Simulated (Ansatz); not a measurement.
`O[SiH2]PS` + `C=CN[SiH2]C` → `C[SiH2]NPS` + `C=C[SiH2]O`  (redistribution)

Computed with Ansatz on PBE0-D4/def2-TZVP structures; ΔE is electronic, products minus reactants. CCSD(T)/CBS is the MP2 limit (def2-TZVPP, def2-QZVPP) plus CCSD(T) − MP2 in def2-TZVPP, frozen cores. Each species was taken in one conformer, which may not be the lowest.

`O[SiH2]PS`:

Z-matrix (Å, degrees):
```
Si
P 1 2.257
O 1 1.645 2 113.9
H 1 1.483 2 109.4 3 -118.7
H 1 1.488 2 104.9 3 122.2
S 2 2.132 1 94.8 3 -39.9
H 2 1.420 1 95.9 3 57.1
H 3 0.960 1 116.0 2 59.1
H 6 1.342 2 95.5 1 -127.5
```

`C=CN[SiH2]C`:

Cartesian coordinates in Å:
```
C 1.292 -2.252 -1.263
C 0.450 -1.609 -0.455
N 0.383 -0.245 -0.249
Si -0.530 0.550 0.991
C -0.966 2.267 0.419
H 1.234 -3.327 -1.364
H 2.046 -1.730 -1.843
H -0.289 -2.172 0.111
H 1.065 0.284 -0.773
H 0.212 0.645 2.283
H -1.731 -0.296 1.225
H -1.574 2.239 -0.487
H -0.065 2.851 0.211
H -1.526 2.795 1.195
```

`C[SiH2]NPS`:

Z-matrix (Å, degrees):
```
C
Si 1 1.863
H 1 1.094 2 110.6
H 1 1.093 2 110.8 3 119.6
H 1 1.092 2 110.8 3 -120.6
N 2 1.740 1 113.6 3 178.2
H 2 1.488 1 110.6 3 60.4
H 2 1.489 1 109.4 3 -60.6
P 6 1.693 2 127.9 1 -93.3
H 6 1.010 2 118.1 1 69.4
S 9 2.134 6 108.6 2 54.2
H 9 1.416 6 97.6 2 -43.6
H 11 1.345 9 99.5 6 -65.1
```

`C=C[SiH2]O`:

```xyz
10

C     0.618    0.736   -1.329
C    -0.234   -0.205   -0.931
Si   -0.408   -0.722    0.844
O     0.483    0.245    1.841
H     1.269    1.246   -0.624
H     0.710    1.035   -2.370
H    -0.858   -0.688   -1.683
H    -1.852   -0.686    1.213
H     0.108   -2.097    1.052
H     0.163    1.136    1.989
```

| species | CCSD/def2-TZVPP energy (Eh) |
| --- | --- |
| `O[SiH2]PS` | -1105.85957 |
| `C=CN[SiH2]C` | -463.21203 |
| `C[SiH2]NPS` | -1125.22476 |
| `C=C[SiH2]O` | -443.85637 |

Problem. Work out ΔE.

Solution. ΔE = (-1125.22476) + (-443.85637) − (-1105.85957) − (-463.21203) = -0.00953 Eh = -25.0 kJ/mol. CCSD(T)/CBS gives -24.9 kJ/mol.

Largest T1 diagnostic among the species: 0.013.

The D4 term adds −5.0 kJ/mol with B3LYP and −3.0 kJ/mol with PBE0; it sums over pairs of atoms, weighted by their polarisabilities, and B3LYP, whose exchange is more repulsive, gets the larger term. From PBE to PBE0 (25 % exact exchange), in def2-TZVPP and without D4, ΔE moves by −4.3 kJ/mol.

B3LYP here is the variant with VWN-RPA as its local correlation; programs differ in this.
